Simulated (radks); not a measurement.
Values are calculated unless marked as measured or tabulated.
Problem. The mean radii <r> (bohr) of the occupied orbitals of an atom or ion are listed with their occupations. Level of theory: Dirac Kohn-Sham, BLYP, spin-unpolarised, spherical densities, finite nucleus; Fermi nuclear charge, rms radius of each element as measured or else 0.836 A^(1/3) + 0.57 fm (a radial shooting solver on a logarithmic mesh with Libxc functionals).

orbital  occ.      <r>
1s1/2       2  0.01965
2s1/2       2  0.08144
2p1/2       2  0.06751
2p3/2       4  0.07468
3s1/2       1   0.1953

Name the element and its charge. Open shells, if any, fill j = l - 1/2 first.

Solution. Z = 70, ytterbium, charge +59: Yb59+ in [Ne] 3s1. The 1s radius gives Z: for a bare nucleus <r> = (2 gamma + 1)/(2Z) with gamma = sqrt(1 - (Z/c)^2), 0.01942 bohr for Z = 70, and screening makes it slightly larger (0.01965 here). The occupations add up to 11, and the charge is Z minus that.
